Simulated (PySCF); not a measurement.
## Radial density of Si⁺ (silicon, charge +1)

UHF, [Ne] 3s2 3p1, 2P determinant. All numbers are calculated (PySCF 2.14, the spin-free X2C one-electron Hamiltonian (Gaussian nucleus), in jorge-DZP-DKH (7s4p1d, 24 functions)).

```tsv
r (bohr)	4πr²ρ (e/bohr)	4πr²(ρα − ρβ)
0.00190	0.08736	0.0000
0.00319	0.2339	0.0000
0.00537	0.5984	0.0000
0.00903	1.487	0.0000
0.0152	3.471	0.0000
0.0255	7.259	0.0001
0.0430	12.54	0.0010
0.0722	15.86	0.0053
0.122	12.86	0.0224
0.204	9.642	0.0622
0.344	13.76	0.0851
0.578	11.26	0.0160
0.973	2.942	0.0572
1.64	1.592	0.3982
2.75	0.9000	0.3423
4.63	0.07704	0.0489
7.79	0.0004110	0.0004
```

Densities and radii are taken from the X2C orbitals without a picture-change correction, which distorts them close to the nucleus.
